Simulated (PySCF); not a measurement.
# Correlation energy of Mn⁺ (manganese, charge +1)

[Ar] 3d4 4s1 4p1, one real determinant (an excited configuration). All numbers are calculated (PySCF 2.14, the non-relativistic Hamiltonian (point nucleus), in aug-cc-pVDZ (7s6p4d2f, 59 functions)). Frozen: [Ar]; 6 electrons correlated.

| level | correlation energy (mhartree) |
| --- | --- |
| CCSD | -49.27 |
| (T) | -0.64 |
| CCSD(T) | -49.91 |

Diagnostics: T1 = 0.019, D1 = 0.0622, largest double amplitude 0.042.

Is a single reference adequate?

Yes: T1 lies below 0.03 and no double amplitude reaches 0.07.

The reference is one real determinant that mixes LS terms of this configuration.
